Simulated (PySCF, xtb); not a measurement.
CdH2IN, SMILES [I][Cd][NH2].

xtb with GFN2-xTB at its own geometry gives an orbital gap of 3.10 eV and a dipole moment of 7.31 D.

The structure is a stationary point at PBE0-D3(BJ)/def2-TZVP. The def2 effective core potentials stand for the cores of Cd, I; spin–orbit coupling is left out. Other conformers were not sampled.

Q: What does PBE/def2-TZVPD (PySCF) give? (The exact figures need the calculation; the answer reports its results.)

A: gap 3.63 eV (levels -6.00 and -2.37 eV), dipole 1.92 D.
